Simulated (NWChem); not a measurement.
The numbers come from NWChem runs, not from measurements. System: Ge, charge 0, spin multiplicity 3. Its SCF solution wasn't tested for a lower state. Level: ROCCSD(T)/def2-TZVP, 9 core orbitals frozen.

NWChem printed:

```
             Northwest Computational Chemistry Package (NWChem) 7.3.0
             --------------------------------------------------------

                                NWChem Input Module
                                -------------------

 Scaling coordinates for geometry "geometry" by  1.889725989
 (inverse scale =  0.529177249)

                             Geometry "geometry" -> ""
                             -------------------------

 Output coordinates in angstroms (scale by  1.889725989 to convert to a.u.)

  No.       Tag          Charge          X              Y              Z
 ---- ---------------- ---------- -------------- -------------- --------------
    1 Ge                  32.0000     0.00000000     0.00000000     0.00000000

 Effective nuclear repulsion energy (a.u.)       0.0000000000

            Nuclear Dipole moment (a.u.)
            ----------------------------
        X                 Y               Z
 ---------------- ---------------- ----------------
     0.0000000000     0.0000000000     0.0000000000

      Symmetry information
      --------------------

 Group name             D2h
 Group number             26
 Group order               8
 No. of unique centers     1

      Symmetry unique atoms

     1


 Summary of "ao basis" -> "" (spherical)
 ------------------------------------------------------------------------------
       Tag                 Description            Shells   Functions and Types
 ---------------- ------------------------------  ------  ---------------------
 *                         def2-tzvp                  on all atoms

 Summary of "ao basis" -> "ao basis" (spherical)
 ------------------------------------------------------------------------------
       Tag                 Description            Shells   Functions and Types
 ---------------- ------------------------------  ------  ---------------------
 Ge                        def2-tzvp                16       48   6s5p4d1f

                                 NWChem SCF Module
                                 -----------------

  ao basis        = "ao basis"
  functions       =    48
  atoms           =     1
  closed shells   =    15
  open shells     =     2
  charge          =   0.00
  wavefunction    = ROHF
  use symmetry    = T
  symmetry adapt  = T

 Summary of "ao basis" -> "ao basis" (spherical)
 ------------------------------------------------------------------------------
       Tag                 Description            Shells   Functions and Types
[...]
     2   1 1 0     -0.000000      0.000000      0.000000
     2   1 0 1     -0.000000      0.000000      0.000000
     2   0 2 0    -14.982541     -7.522841      0.000000
     2   0 1 1     -0.000000      0.000000      0.000000
     2   0 0 2    -11.129916     -3.761376      0.000000

                   NWChem Extensible Many-Electron Theory Module
                   ---------------------------------------------


            General Information
            -------------------
      Number of processors :     1
         Wavefunction type : Restricted open-shell Hartree-Fock
          No. of electrons :    32
           Alpha electrons :    17
            Beta electrons :    15
           No. of orbitals :    96
            Alpha orbitals :    48
             Beta orbitals :    48
        Alpha frozen cores :     9
         Beta frozen cores :     9
     Alpha frozen virtuals :     0
      Beta frozen virtuals :     0
         Spin multiplicity : triplet
    Number of AO functions :    48
       Number of AO shells :    16
        Use of symmetry is : on
      Symmetry adaption is : on
         Schwarz screening : 0.10D-09

          Correlation Information
          -----------------------
          Calculation type : Coupled-cluster singles & doubles w/ perturbation
   Perturbative correction : (T)
            Max iterations :      100
        Residual threshold : 0.10D-05
     T(0) DIIS level shift : 0.00D+00
     L(0) DIIS level shift : 0.00D+00
     T(1) DIIS level shift : 0.00D+00
     L(1) DIIS level shift : 0.00D+00
     T(R) DIIS level shift : 0.00D+00
     T(I) DIIS level shift : 0.00D+00
   CC-T/L Amplitude update :  5-th order DIIS
                I/O scheme : Global Array Library
        L-threshold :  0.10D-05
        EOM-threshold :  0.10D-05
 no EOMCCSD initial starts read in
 TCE RESTART OPTIONS
 SLICE:      F
 D4D5:       F
 quantumc:   F
 qrotation:  F
 pwtce:      F
 qducc:      F
 nacto:                         0
 nrotv:                         0
 nrot:                          0

            Memory Information
            ------------------
          Available GA space size is     249032192 doubles
          Available MA space size is     104852588 doubles

 Maximum block size supplied by input
 Maximum block size        24 doubles

 tile_dim =      8

 -------------------------------------------------

 Global array virtual files algorithm will be used

 Parallel file system coherency ......... OK

 4-electron integrals stored in orbital form

 v2    file size   =            58213
 4-index algorithm nr.  13 is used
 imaxsize =       30
 imaxsize ichop =        0


CCSD iterations
 ---------------------------------------------------------
 Iter          Residuum       Correlation     Cpu    Wall
 ---------------------------------------------------------
    1   0.1181543600233  -0.1917552762664     3.3     3.3
    2   0.0234332347817  -0.1884803291604     3.3     3.3
    3   0.0089629211963  -0.1918124173727     3.5     3.5
    4   0.0041149939729  -0.1920180099302     2.3     2.3
    5   0.0020014331957  -0.1923539195376     2.3     2.3
    6   0.0004077716174  -0.1925217435866     2.3     2.3
    7   0.0001268641990  -0.1925299474588     2.3     2.3
    8   0.0000522187613  -0.1925289065169     2.3     2.3
    9   0.0000244247579  -0.1925294468120     2.3     2.3
   10   0.0000119671709  -0.1925300910063     2.4     2.4
   11   0.0000023010704  -0.1925308070322     2.4     2.4
   12   0.0000006462137  -0.1925307555444     2.3     2.3
 -----------------------------------------------------------------
 Iterations converged
 CCSD correlation energy / hartree =        -0.192530755544439
 CCSD total energy / hartree       =     -2075.509683041093467

 Singles contributions

 Doubles contributions
 CCSD(T)
 Using plain CCSD(T) code
             total no. of tasks         8420
 total no. of tasks / no. procs         8420
                         wl_min            1           1.0
                         wl_max        13824           4.9
        thresh for no. of tasks         8420

 CCSD[T]  correction energy / hartree =        -0.007339504436795
 CCSD[T] correlation energy / hartree =        -0.199870259981234
 CCSD[T] total energy / hartree       =     -2075.517022545530381
 CCSD(T)  correction energy / hartree =        -0.006637566234818
 CCSD(T) correlation energy / hartree =        -0.199168321779257
 CCSD(T) total energy / hartree       =     -2075.516320607328453

 Task  times  cpu:       40.0s     wall:       40.0s

 Total times  cpu:       40.0s     wall:       40.0s
```

Question: Write an NWChem input that would produce this output.

Answer: One answer among several that fit: 
```
start mol
memory heap 100 mb stack 700 mb global 1900 mb
geometry units angstroms nocenter noautoz
  Ge     0.000000     0.000000     0.000000
  symmetry group D2h
end
basis spherical
  * library def2-tzvp
end
scf
  rohf
  nopen 2
  maxiter 100
  thresh 1e-7
  semidirect memsize 60000000 filesize 0
  # guess.movecs holds the orbitals of an unrestricted PBE0 run
  vectors input guess.movecs output mol.movecs
end
tce
  freeze core 9
  ccsd(t)
  2eorb
  2emet 13
  thresh 1e-6
  maxiter 100
  tilesize 24
end
task tce energy
```
